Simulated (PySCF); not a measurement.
**Partial charges of `CCN(C)[SiH2]N(C)C`**

Species: C5H16N2Si.
Structure used (PBE0-D3(BJ)/def2-SVP), in Å, numbered top down from 1:
```xyz
24
C5H16N2Si angstrom
C      2.4657    0.2895   -1.4006
C      1.2953   -0.5120   -0.8448
N      0.9736   -0.2349    0.5403
C      1.9173   -0.7204    1.5136
Si    -0.3423    0.8241    0.9275
N     -1.7561    0.3006    0.0718
C     -2.1919   -1.0701    0.1416
C     -2.7034    1.1997   -0.5302
H      3.3972    0.0886   -0.8493
H      2.2638    1.3702   -1.3363
H      2.6461    0.0377   -2.4573
H      1.5013   -1.5950   -0.9583
H      0.3930   -0.3108   -1.4468
H      2.9050   -0.2232    1.4605
H      2.0922   -1.8063    1.3873
H      1.5301   -0.5620    2.5312
H     -0.1909    2.2572    0.5100
H     -0.4146    0.7689    2.4255
H     -2.4333   -1.4666   -0.8634
H     -3.0955   -1.1997    0.7711
H     -1.3922   -1.7002    0.5599
H     -2.2847    2.2152   -0.5933
H     -2.9621    0.8794   -1.5580
H     -3.6532    1.2644    0.0382
```

Density: PBE0/pcSseg-1 (PySCF); schemes: Mulliken, IAO, Hirshfeld and ESP-fitted. Isolated species at its PBE0-D3(BJ)/def2-SVP geometry (one conformer only).

Atoms with like bonding are taken together and averaged. At which atom do the 4 schemes differ most?

At N6: from -0.804 (Mulliken) to -0.087 e (ESP-fitted), 0.717 e apart.

For which atoms does the sign change between the 4 schemes (beyond +0.03 e in one, beyond −0.03 e in another)?

C2 and H12/H13.

Which atoms carry the highest charge in the Mulliken, IAO, Hirshfeld and ESP-fitted schemes?

All schemes agree: Mulliken Si5 (+0.903); IAO Si5 (+0.957); Hirshfeld Si5 (+0.378); ESP-fitted Si5 (+0.453).

Tabulate the Mulliken, IAO, Hirshfeld and ESP-fitted charges.

In e; atoms taken as equivalent share a row and are averaged (×n: the atom named and its like, n in all):

```csv
atom,environment,Mulliken,IAO,Hirshfeld,ESP-fitted
C1,methyl carbon,-0.280,-0.420,-0.122,-0.291
C2,sp3 carbon bound to nitrogen,-0.056,-0.136,-0.021,+0.286
N3,silicon-bound nitrogen,-0.799,-0.507,-0.167,-0.215
C4,N-methyl carbon,-0.066,-0.289,-0.069,-0.320
Si5,SiH2 silicon,+0.903,+0.957,+0.378,+0.453
N6,silicon-bound nitrogen,-0.804,-0.503,-0.168,-0.087
C7/C8,N-methyl carbon,-0.074,-0.289,-0.069,-0.293
H9/H10/H11,methyl hydrogen,+0.114,+0.136,+0.038,+0.066
H12/H13,methylene hydrogen,+0.114,+0.127,+0.033,-0.033
H14/H15/H16,methyl hydrogen,+0.108,+0.128,+0.035,+0.108
H17/H18,Si–H hydrogen,-0.144,-0.168,-0.095,-0.135
H19 (×6),methyl hydrogen,+0.108,+0.128,+0.035,+0.096
```

Mean size of the charges over all atoms: IAO 0.231 e, Mulliken 0.203 e, ESP-fitted 0.153 e, Hirshfeld 0.073 e. Each set sums to the total charge, 0, to within 0.001 e. The ESP scheme is a least-squares fit of atom-centred charges to the potential on four shells outside the van der Waals surface, with the total charge fixed.

Some averages cover members that differ in this geometry: C7/C8, ESP-fitted -0.315 to -0.272; H19 (×6), IAO +0.116 to +0.143; H14/H15/H16, IAO +0.116 to +0.143 e.

How closely do the schemes follow one another over all atoms?

Correlation coefficient and root-mean-square difference: IAO with Hirshfeld 0.98, 0.198 e; Mulliken with Hirshfeld 0.93, 0.222 e; Mulliken with IAO 0.92, 0.121 e; IAO with ESP-fitted 0.82, 0.181 e; Hirshfeld with ESP-fitted 0.80, 0.122 e; Mulliken with ESP-fitted 0.65, 0.241 e.

How many electrons does the Hirshfeld scheme count on N6?

Z − q = 7 − (-0.168) = 7.168.
